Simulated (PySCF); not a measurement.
C₃H₆F₂Si, SMILES C/C=C(\F)[SiH2]F. Atoms are numbered in the order given.

```xyz
12

C     -0.7077     2.6485     0.0000
C     -0.7254     1.1521     0.0000
C      0.3537     0.3617     0.0000
F      1.6049     0.9031     0.0000
Si     0.3473    -1.5101     0.0000
F     -1.2211    -1.9585     0.0000
H     -1.2338     3.0459    -0.8847
H      0.3195     3.0372     0.0000
H     -1.2338     3.0459     0.8847
H     -1.6930     0.6399     0.0000
H      1.0004    -2.0513     1.2195
H      1.0004    -2.0513    -1.2195
```

Coordinates come from a B3LYP-D3(BJ)/def2-SVP optimisation. The structure was generated by enumeration; whether it is a known compound was not checked. One conformer was computed; it need not be the lowest.

Two levels are set side by side: PBE/pcSseg-1 (PySCF) and PBE0/pcSseg-1 (PySCF). GIAO shifts against CFCl3 (¹⁹F), TMS (²⁹Si), TMS (¹H), TMS (¹³C) at the same level; non-relativistic, no solvent, atoms listed together averaged. Differences are taken from unrounded values.

```
quantity                   PBE0
-----------------------  ------
δ(¹³C) of C1 (ppm)         14.0
δ(¹³C) of C2 (ppm)        132.7
δ(¹³C) of C3 (ppm)        167.5
δ(¹⁹F) of F4 (ppm)       -138.8
δ(²⁹Si) of Si5 (ppm)      -15.8
δ(¹⁹F) of F6 (ppm)       -237.7
δ(¹H) of H10 (ppm)         6.01
δ(¹H) of H11, H12 (ppm)    5.49
```

Q: What does PBE give, and how far is it from PBE0? (An estimate is asked for; the answer gives what the named calculation found.)

A: 
```csv
quantity,PBE,PBE minus PBE0
δ(¹³C) of C1 (ppm),14.2,0.2
δ(¹³C) of C2 (ppm),129.3,-3.4
δ(¹³C) of C3 (ppm),167.7,0.2
δ(¹⁹F) of F4 (ppm),-146.1,-7.4
δ(²⁹Si) of Si5 (ppm),-16.3,-0.5
δ(¹⁹F) of F6 (ppm),-260.7,-23.0
δ(¹H) of H10 (ppm),5.90,-0.11
"δ(¹H) of H11, H12 (ppm)",5.68,0.19
```

Rough cost on one machine, each run with all the roots and properties that it gave: PBE0 against PBE within a factor of 2.
